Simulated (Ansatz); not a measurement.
The first iterations of a band of ClGaH2O (5 atoms, charge 0, multiplicity 1).

These are results of RKS revPBE-D4/def2-SVP in Ansatz, not measurements.

```
movable images  : 9
climbing image  : yes
spring          : 5.0 eV/Å²
optimiser       : quadratic models (default)
start path      : through a guess of the saddle point
force threshold : 0.03 eV/Å
iteration limit : 60
end points      : relaxed
```

Image 0:

```xyz
5
Properties=species:S:1:pos:R:3
Ga 0.274 -0.119 0.362
H 0.044 -0.124 1.912
Cl 2.248 0.138 -0.490
O -0.984 -0.313 -0.917
H -1.875 -0.429 -0.534
```

Image 10:

```xyz
5
Properties=species:S:1:pos:R:3
Ga -1.212 -0.347 0.940
H 1.931 0.140 1.525
Cl 2.084 0.141 0.235
O -1.829 -0.431 -0.787
H -1.267 -0.350 -1.579
```

| iteration | highest image above the first end (eV) | largest band force component (eV/Å) |
| --- | --- | --- |
| 1 | 22.424 | 131.324 |
| 2 | 13.455 | 81.297 |
| 3 | 6.260 | 40.858 |
| 4 | 3.426 | 23.424 |
| 5 | 2.018 | 8.763 |
| 6 | 2.079 | 2.624 |
| 7 | 2.139 | 3.443 |
| 8 | 2.044 | 1.666 |

Problem. Does the band converge within its limit, and where does its top end?

Solution. The run converged. It ended after 24 iterations with the highest image 1.911 eV above the first end. Beside the main top the profile has a ripple of under 15 meV (maxima at images 3, 8), which may be a very shallow well or noise. A vibrational analysis at the climbing image gives one clearly imaginary mode, 853i cm⁻¹: a first-order saddle point. The orbitals stay closed-shell, which can raise the energy where a bond breaks towards radicals; this wasn't checked here.

The run took 5.7 min on 1 thread of Arm Neoverse V2 (shared host), peak memory 0.13 GiB.
